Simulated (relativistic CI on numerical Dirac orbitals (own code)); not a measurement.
Computed by Dirac-Coulomb-Breit CI, orbitals from a KLI potential per configuration, a model potential for QED, unscaled Slater integrals (own radial code, finite nucleus).

CI space (outside the closed core [Ne]): 3s, 3p, 3d, 4s, 4p, 4d, 4f, 5s, 5p, 5d, 5f, 5g, 6s, 6p, 6d, 7s, 7p. Levels of other configurations are missing.

At this charge energies of transitions that change n are usually good to better than 1 %, and those within a shell (Δn = 0) to a few per cent.

Outline of the computed level scheme of I XLIII. Lowest level of each configuration: 3s ²S1/2 at 0.00 eV; 3p ²P°1/2 at 97.57 eV; 3d ²D3/2 at 300.32 eV; 4s ²S1/2 at 1452.40 eV; 4p ²P°1/2 at 1492.72 eV; 4d ²D3/2 at 1571.62 eV; 4f ²F°5/2 at 1603.97 eV; 5s ²S1/2 at 2097.28 eV; 5p ²P°1/2 at 2117.56 eV.

Some strong electric-dipole decays among the lowest 15 levels: 4f ²F°7/2 → 3d ²D5/2 (5.0e+13 s⁻¹); 4f ²F°5/2 → 3d ²D3/2 (4.7e+13 s⁻¹); 4d ²D5/2 → 3p ²P°3/2 (2.4e+13 s⁻¹); 4d ²D3/2 → 3p ²P°1/2 (1.9e+13 s⁻¹); 4p ²P°1/2 → 3s ²S1/2 (1.1e+13 s⁻¹); 4p ²P°3/2 → 3s ²S1/2 (9.1e+12 s⁻¹); 4s ²S1/2 → 3p ²P°3/2 (8.4e+12 s⁻¹); 5p ²P°1/2 → 3s ²S1/2 (6.4e+12 s⁻¹).
